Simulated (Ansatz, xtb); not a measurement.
# AlBCl2GeH4: which of two structures lies lower

Structure a is a singlet given by its coordinates and structure b is `[BH2][GeH2][Al]([Cl])[Cl]`, a singlet. Both are isolated molecules in the gas phase, relaxed with PBE0-D3(BJ)/pcseg-1; the shapes shown needn't be the lowest conformers.

a (Å):

```yaml
atoms:
  - { symbol: Al, position_ang: [-1.2626, 2.8100, 1.8866] }
  - { symbol: B, position_ang: [-1.2626, 1.1102, 0.5836] }
  - { symbol: Cl, position_ang: [-2.5321, 4.4073, 1.4029] }
  - { symbol: Cl, position_ang: [-0.6134, 2.7055, 3.8841] }
  - { symbol: Ge, position_ang: [0.6500, 1.2503, 0.5208] }
  - { symbol: H, position_ang: [-1.9311, 1.4138, -0.3624] }
  - { symbol: H, position_ang: [-1.7892, 0.7450, 1.6272] }
  - { symbol: H, position_ang: [1.6099, 1.0286, 1.6964] }
  - { symbol: H, position_ang: [1.3977, 1.8575, -0.6724] }
```

Close contacts (Å): Al1–B2 2.14, Al1–Cl3 2.10, Al1–Cl4 2.10, Al1–Ge5 2.82, B2–Ge5 1.92, Al1–H7 2.15, B2–H6 1.20, B2–H7 1.22, Ge5–H8 1.53, Ge5–H9 1.53.

b (Å):

```yaml
atoms:
  - { symbol: Al, position_ang: [0.8245, 1.6693, 2.1812] }
  - { symbol: B, position_ang: [-2.4558, 2.0756, 0.9160] }
  - { symbol: Cl, position_ang: [2.9211, 1.7344, 2.1508] }
  - { symbol: Cl, position_ang: [-0.0698, 1.1978, 4.0242] }
  - { symbol: Ge, position_ang: [-0.5573, 2.1173, 0.1862] }
  - { symbol: H, position_ang: [-3.0518, 1.0381, 0.9832] }
  - { symbol: H, position_ang: [-2.9529, 3.0722, 1.3591] }
  - { symbol: H, position_ang: [-0.2047, 1.0094, -0.8221] }
  - { symbol: H, position_ang: [-0.0752, 3.4680, -0.3701] }
```

Question: Estimate which is lower in electronic energy at CCSD(T)/def2-SVP + ΔMP2/def2-TZVPP, and by roughly how much.

Answer: The CCSD(T)/def2-SVP + ΔMP2/def2-TZVPP calculation puts structure a lower, by 10.5 kJ/mol.

The same difference at several levels:

```json
{"level": "PBE0-D3(BJ)/pcseg-1", "geometry": "PBE0-D3(BJ)/pcseg-1", "E(b) − E(a) (kJ/mol)": "+11.2", "departure from the last row (kJ/mol)": "+0.7", "job, with rough time for the two": "optimisation, 76 s"}
{"level": "HF/def2-SVP", "geometry": "PBE0-D3(BJ)/pcseg-1", "E(b) − E(a) (kJ/mol)": "−49.3", "departure from the last row (kJ/mol)": "−59.8", "job, with rough time for the two": "part of the CCSD(T) run"}
{"level": "MP2/def2-SVP", "geometry": "PBE0-D3(BJ)/pcseg-1", "E(b) − E(a) (kJ/mol)": "+15.9", "departure from the last row (kJ/mol)": "+5.4", "job, with rough time for the two": "part of the CCSD(T) run"}
{"level": "CCSD(T)/def2-SVP", "geometry": "PBE0-D3(BJ)/pcseg-1", "E(b) − E(a) (kJ/mol)": "+10.8", "departure from the last row (kJ/mol)": "+0.3", "job, with rough time for the two": "single point"}
{"level": "CCSD(T)/def2-SVP + ΔMP2/def2-TZVPP", "geometry": "PBE0-D3(BJ)/pcseg-1", "E(b) − E(a) (kJ/mol)": "+10.5", "departure from the last row (kJ/mol)": "", "job, with rough time for the two": "single point, 36 s"}
```

HF/def2-SVP puts the two in the other order. The largest departure from CCSD(T)/def2-SVP + ΔMP2/def2-TZVPP is that of HF/def2-SVP, 59.8 kJ/mol. A small imaginary or near-zero mode remains, so no thermal terms are given. Levels run at GFN2-xTB geometries aren't shown. The last row adds to CCSD(T) the change of the MP2 difference between the two basis sets, here −0.3 kJ/mol.

The correlated steps freeze 25 core orbitals; the filled d shell of Ge is correlated, in a basis made for valence electrons. Run with Ansatz 0.2.0; the last row on 2 threads of Intel(R) Xeon(R) 6975P-C (Granite Rapids) on a shared host.
